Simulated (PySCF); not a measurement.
## Bonding in `CN[Si@H](C)N(C)C`

C4H14N2Si.
Atom-mapped SMILES: `[CH3:1][NH:2][Si@H:3]([CH3:4])[N:5]([CH3:6])[CH3:7]` (hydrogens: H8, H9, H10 on C1; H11 on N2; H12 on Si3; H13, H14, H15 on C4; H16, H17, H18 on C6; H19, H20, H21 on C7)

Structure used (GFN2-xTB), in Å, numbered top down from 1:
```
atom  x, y, z in Å
C1     2.325   -1.502   -0.895
N2     1.032   -1.250   -0.310
Si3    0.306    0.314   -0.317
C4     1.274    1.678    0.588
N5    -1.195    0.076    0.495
C6    -1.945    1.187    1.020
C7    -2.058   -1.018    0.122
H8     2.428   -0.890   -1.788
H9     2.411   -2.552   -1.183
H10    3.154   -1.260   -0.219
H11    0.873   -1.830    0.501
H12    0.223    0.674   -1.749
H13    1.268    1.536    1.666
H14    0.883    2.668    0.380
H15    2.311    1.669    0.264
H16   -2.632    1.606    0.274
H17   -1.268    1.970    1.344
H18   -2.540    0.858    1.878
H19   -2.590   -1.389    1.004
H20   -1.463   -1.820   -0.301
H21   -2.805   -0.708   -0.619
```

Bond orders from the PBE0/pcSseg-1 density (PySCF). Geometry: GFN2-xTB, one conformer, isolated molecule.

**Question.** How far do the computed orders between heavy atoms stray from the drawn ones?

**Answer.** The largest departure is 0.102, at Si3–C4 (drawn single, 0.898).

**Question.** Give the Mayer order of every bond between heavy atoms, beside its length.

**Answer.** 
| bond | drawn as | length (Å) | Mayer order |
| --- | --- | --- | --- |
| C1–N2 | single | 1.441 | 0.991 |
| N2–Si3 | single | 1.724 | 0.974 |
| Si3–C4 | single | 1.903 | 0.898 |
| Si3–N5 | single | 1.723 | 0.961 |
| N5–C6 | single | 1.439 | 0.976 |
| N5–C7 | single | 1.442 | 0.961 |

By pair of heavy elements: C–N: lowest N5–C7 (0.961, 1.442 Å), highest C1–N2 (0.991, 1.441 Å). N–Si: all 2 within 0.02 of one another (0.961 to 0.974).

**Question.** And the bonds to hydrogen?

**Answer.** C–H: 0.96 to 0.97 (12 bonds); H–N: 0.93 (1 bond); H–Si: 0.90 (1 bond).

**Question.** Sum the orders of all bonds at each heavy atom with more than one neighbour and set the sums beside the valence in the SMILES.

**Answer.** C1 3.888 (drawn 4), N2 2.890 (drawn 3), Si3 3.730 (drawn 4), C4 3.772 (drawn 4), N5 2.898 (drawn 3), C6 3.863 (drawn 4), C7 3.844 (drawn 4). Orders between atoms that aren't bonded are not in these sums.

The Mayer order sums products of elements of PS (density times overlap matrix) between the two atoms' basis functions, so it depends on the basis set.

The run behind these numbers computed NMR shieldings as well. Time: 72 s (with the writing of density and orbital grids); peak memory 0.87 GiB. Hardware: one thread of an Arm Neoverse N1, no GPU, on a shared host.
